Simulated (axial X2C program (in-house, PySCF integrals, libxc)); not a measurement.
# Low determinants of ZrCl at the PBE0 level, 2c

Computed with an in-house all-electron X2C program for linear molecules (integrals from PySCF). Two-component (2c) means X2C with spin–orbit coupling and atomic mean-field two-electron Coulomb and Gaunt terms. Basis: Zr dyall-cv3z [11s12p9d6f3g], Cl dyall-av3z [9s8p3d2f] (cores contracted in-house); Gaussian nuclei, density fitting, unrestricted open shells. Masses: Zr 89.905 u, Cl 34.969 u.

Search at 2.337 Å (vertical energies from the lowest determinant):

```
ΔE (eV)    state  electrons beyond evenly filled partner blocks  electrons in ±ω = 1/2, 3/2, 5/2, 7/2
   0.00  Ω = 3/2                     ω = 1/2, ω = -3/2, ω = 5/2                             39 15 3 0
   0.12  Ω = 3/2                                        ω = 3/2                             40 15 2 0
   0.26  Ω = 9/2                      ω = 1/2, ω = 3/2, ω = 5/2                             39 15 3 0
   0.27  Ω = 1/2                                        ω = 1/2                             39 16 2 0
   0.30  Ω = 5/2                                        ω = 5/2                             40 14 3 0
   0.66  Ω = 1/2                          2 × ω = -1/2, ω = 3/2                             40 15 2 0
   0.75  Ω = 7/2                           2 × ω = 1/2, ω = 5/2                             40 14 3 0
```

Lowest determinant, Ω = 3/2 (⟨Sz⟩ = 1.50, ⟨Lz⟩ = 0.00 at PBE0): Re = 2.328 Å, ωe = 388.1 cm⁻¹.

The determinant in row 2 of the search, Ω = 3/2 (⟨Sz⟩ = -1.50, ⟨Lz⟩ = 3.00 at PBE0), was followed along the bond at PBE0; measured from the minimum of the lowest determinant it gives:

Te = 0.117 eV (943 cm⁻¹), Re = 2.363 Å, ωe = 370.8 cm⁻¹.

Question: Compare the bond of the determinant in row 2 with that of the lowest one.

Answer: At PBE0 its Re is 0.035 Å longer and its force constant, which goes as ωe², is 0.91 times that of the lowest determinant. T0 ≈ Te + Δωe/2 = 943 + (-9) = 934 cm⁻¹.

The search compares states at one distance, so a state with another bond length can lie lower; it is not exhaustive and yields mostly the lowest determinant of each block pattern, so other components and higher states of one pattern are missing. These are energies of single determinants, not of spin-adapted states; PBE0 term energies can be off by some tenths of an eV, and the functional has no current term. The lowest determinant need not be the ground state where others lie within half an eV.
